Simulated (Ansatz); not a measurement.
Consider the ligand exchange at the Si–C bond: `BOC[SiH2]C` + HCl → `BOC[SiH2]Cl` + CH₄.

Gas-phase electronic energies from Ansatz, PBE0-D4/def2-TZVP geometries. CBS: MP2 limit from def2 TZ/QZ plus the TZ coupled-cluster correction, frozen cores. This one scheme is used for every species. DFT in def2-TZVPP. Each species was taken in one conformer, which may not be the lowest.

`BOC[SiH2]C`:

Cartesian coordinates in Å:
```
B 2.137 -1.333 0.564
O 0.868 -1.187 0.159
C 0.508 -0.342 -0.932
Si -0.533 1.112 -0.307
C -2.036 0.502 0.614
H 3.027 -0.765 -0.014
H 2.323 -2.045 1.507
H 1.404 0.014 -1.453
H -0.070 -0.942 -1.642
H -0.918 1.926 -1.495
H 0.326 1.944 0.581
H -2.692 -0.072 -0.046
H -2.611 1.334 1.025
H -1.733 -0.147 1.439
```

HCl:

Z-matrix (Å, degrees):
```
Cl
H 1 1.279
```

`BOC[SiH2]Cl`:

Z-matrix (Å, degrees):
```
C
O 1 1.424
Si 1 1.885 2 108.5
H 1 1.094 2 108.4 3 -119.8
H 1 1.096 2 111.0 3 121.8
B 2 1.343 1 122.2 3 -113.0
Cl 3 2.056 1 107.9 2 -179.0
H 3 1.482 1 109.9 2 62.5
H 3 1.480 1 111.0 2 -60.1
H 6 1.202 2 120.1 1 -1.4
H 6 1.195 2 116.6 1 178.7
```

CH₄:

Cartesian coordinates in Å:
```
C 0.000 0.000 0.000
H 0.343 0.715 -0.748
H 0.305 0.336 0.991
H 0.439 -0.977 -0.203
H -1.086 -0.074 -0.040
```

Q: Is it downhill or uphill in electronic energy at CCSD(T)/CBS, and by how much? (Estimate.)

A: Computed: Downhill: ΔE = -24.5 kcal/mol.

Q: What do these levels give: PBE-D4, PBE0-D4, PBE0, HF/def2-TZVPP, MP2/def2-TZVPP, CCSD/def2-TZVPP? (An estimate is asked.)

A: Ansatz gave: PBE-D4 -23.7, PBE0-D4 -24.2, PBE0 -24.5, HF/def2-TZVPP -27.4, MP2/def2-TZVPP -24.9, CCSD/def2-TZVPP -23.9 kcal/mol.

Largest T1 diagnostic among the species: 0.013.

In def2-TZVPP, CCSD(T) changes the Hartree–Fock value by +3.7 kcal/mol (the triples alone add +0.2 kcal/mol) and MP2 by +2.4 kcal/mol.
